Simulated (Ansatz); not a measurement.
Program: Ansatz. Geometries: PBE0-D4/def2-TZVP. ΔE: electronic, gas phase. CCSD(T)/CBS is the MP2 limit (def2-TZVPP, def2-QZVPP) plus CCSD(T) − MP2 in def2-TZVPP, frozen cores. Functionals use def2-TZVPP. B3LYP here is the variant with VWN-RPA as its local correlation; programs differ in this. def2 core potentials past Kr. For Sb outer-core shells are correlated without core-valence functions, which leaves a few kJ/mol of doubt a bond. One conformer a species, not always the lowest.

Consider the cleavage of the Si–Sb bond: `CC[SiH2][SbH2]` + `O[SiH3]` → `CC[SiH2]O[SiH3]` + `[SbH3]`.

`CC[SiH2][SbH2]`:

```xyz
13

C    -1.637   -0.585   -0.005
C    -0.281   -1.189   -0.352
Si    1.180   -0.166    0.245
Sb    1.125    2.177   -0.832
H    -2.458   -1.224   -0.341
H    -1.748   -0.445    1.073
H    -1.773    0.394   -0.473
H    -0.185   -1.322   -1.435
H    -0.184   -2.189    0.087
H     2.462   -0.808   -0.163
H     1.163   -0.067    1.731
H     2.391    2.706    0.185
H    -0.054    2.719    0.280
```

`O[SiH3]`:

Z-matrix (Å, degrees):
```
Si
O 1 1.648
H 1 1.489 2 111.7
H 1 1.489 2 111.7 3 120.9
H 1 1.481 2 105.9 3 -119.6
H 2 0.957 1 117.9 3 -60.5
```

`CC[SiH2]O[SiH3]`:

Cartesian coordinates in Å:
```
C 1.456 -0.482 -1.307
C 0.240 -1.246 -0.791
Si -1.265 -0.178 -0.516
O -0.940 1.034 0.542
Si -0.414 1.418 2.036
H 2.309 -1.144 -1.468
H 1.240 0.014 -2.258
H 1.769 0.291 -0.602
H 0.478 -1.757 0.149
H -0.047 -2.037 -1.495
H -1.687 0.463 -1.790
H -2.389 -1.001 0.012
H -0.391 2.896 2.162
H 0.958 0.885 2.254
H -1.317 0.845 3.070
```

`[SbH3]`:

Z-matrix (Å, degrees):
```
Sb
H 1 1.707
H 1 1.707 2 91.4
H 1 1.707 2 91.4 3 91.4
```

```csv
species,B3LYP energy (Eh)
`CC[SiH2][SbH2]`,-611.52518
`O[SiH3]`,-367.22653
`CC[SiH2]O[SiH3]`,-736.66418
`[SbH3]`,-242.11864
```

Work out ΔE.

ΔE = (-736.66418) + (-242.11864) − (-611.52518) − (-367.22653) = -0.03111 Eh = -0.85 eV. CCSD(T)/CBS gives -0.75 eV.

Largest T1 diagnostic among the species: 0.014.

From PBE to PBE0 (25 % exact exchange), in def2-TZVPP and without D4, ΔE moves by −0.06 eV. In def2-TZVPP, CCSD(T) changes the Hartree–Fock value by +0.26 eV (the triples alone add +0.04 eV) and MP2 by +0.31 eV.
